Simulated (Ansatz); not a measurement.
# A family of molecules: the atomisation energy (no zero-point term)

Gas-phase molecules, one atom swapped for its congeners: C3H6AlCl `C=C[CH2][AlH][Cl]`; C3H6ClGa `C=C[CH2][GaH][Cl]`; C3H6ClIn `C=C[CH2][InH][Cl]`. All are singlets with charge 0.

Shapes, held fixed at every level: PBE0-D4/def2-TZVP. Flexible molecules stand in one conformer, not always the lowest. Programs: Ansatz 0.2.0. Values in eV.

Question: How should the atomisation energy change along the series?

Answer: At CCSD(T)/def2-TZVPP the atomisation energy falls at every step, from 42.15 to 40.04 eV. Every level shows the same order. For atoms past krypton def2 sets carry core potentials with scalar relativity. Relativity is left out for Ga. Outer-core shells of Ga, In are correlated, in sets that cover them unevenly. Spin-orbit coupling, which grows down the group, is left out (summed over each molecule's free atoms 0.06, 0.12, 0.23 eV). Coupled cluster in double- or triple-zeta sets underbinds by a few per cent against its basis-set limit.

```tsv
level	C3H6AlCl	C3H6ClGa	C3H6ClIn
BHLYP-D4/def2-TZVPP	42.13	40.96	39.86
PBE0-D4/def2-TZVPP	43.45	42.30	41.18
r2SCAN0-D4/def2-TZVPP	43.01	41.79	40.64
wB97X-V/def2-TZVPP	43.24	42.08	41.03
MP2/def2-SVP	41.73	40.71	39.43
CCSD(T)/def2-TZVPP	42.15	41.20	40.04
```
